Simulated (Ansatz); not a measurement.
`N=C1OB1[SiH3]`. Charge 0, multiplicity 1.

Cartesian coordinates in Å:
```
N -0.8455 -2.7117 0.3212
C -0.4807 -1.5683 0.0058
O -0.2648 -1.0644 -1.3122
B -0.0398 -0.1755 -0.3041
Si 0.5331 1.7301 -0.0706
H -0.9178 -2.7950 1.3323
H 1.7669 1.7489 0.7578
H 0.7929 2.3788 -1.3802
H -0.5443 2.4571 0.6500
```

Task: List the harmonic frequencies (cm⁻¹, unscaled) at PBE0-D4/def2-TZVP in Ansatz. (An estimate is asked.)

Result: Ansatz gave: 52, 153, 184, 385, 454, 489, 594, 626, 705, 862, 880, 930, 937, 1006, 1163, 1397, 1907, 2228, 2236, 2245, 3527.

Task: Is this a minimum?

Result: Yes, all 21 modes are real.

Task: Give the ideal-gas thermochemistry at 298.15 K and 1 bar (rigid rotor, harmonic oscillator; point group Cs, symmetry number 1).

Result: Zero-point energy 137.3 kJ/mol; H(298) − E = 156.6 kJ/mol; entropy 333.1 J/(mol·K), of which translation 164.3, rotation 110.2, vibration 58.7; G(298) − E = 57.3 kJ/mol. Modes under 100 cm⁻¹ are hindered rotations or soft bends, so the harmonic entropy is rough.

Task: And at 400, 500, 600, 800 and 1000 K?

Result: 
| T (K) | H − E (kJ/mol) | S (J/mol/K) | G − E (kJ/mol) |
| --- | --- | --- | --- |
| 400 | 167.6 | 364.7 | 21.7 |
| 500 | 180.0 | 392.3 | -16.1 |
| 600 | 193.7 | 417.3 | -56.6 |
| 800 | 224.1 | 460.8 | -144.6 |
| 1000 | 257.2 | 497.8 | -240.5 |
